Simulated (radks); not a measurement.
Valence configurations of V IV (all share [Ar]). Method: Dirac Kohn-Sham, PBE, spin-unpolarised, spherical densities, point nucleus; open shells fill j = l - 1/2 first; computed with a radial shooting solver on a logarithmic mesh with Libxc functionals. Energies are relative to 3d2; eigenvalues in eV.

valence	E (eV)	e(3d3/2)	e(4p1/2)	e(4s1/2)
3d2	0.000	-36.989	-	-
3d1 4s1	11.179	-43.656	-	-30.372
4p2	39.913	-	-27.327	-
3d1.5 4s0.5	5.074	-40.233	-	-29.080
3d1 4p1	17.344	-44.595	-24.749	-
3d1.5 4p0.5	8.059	-40.717	-23.400	-
4s2	26.762	-	-	-32.976
3d0.5 4p1.5	27.933	-48.606	-26.067	-
3d0.5 4s0.5 4p1	24.744	-48.154	-25.825	-32.197

NIST lists [Ar] 3d2 as the ground configuration; this level of theory agrees among the configurations tried. The energies are those of spherical spin-averaged densities, not of single terms.
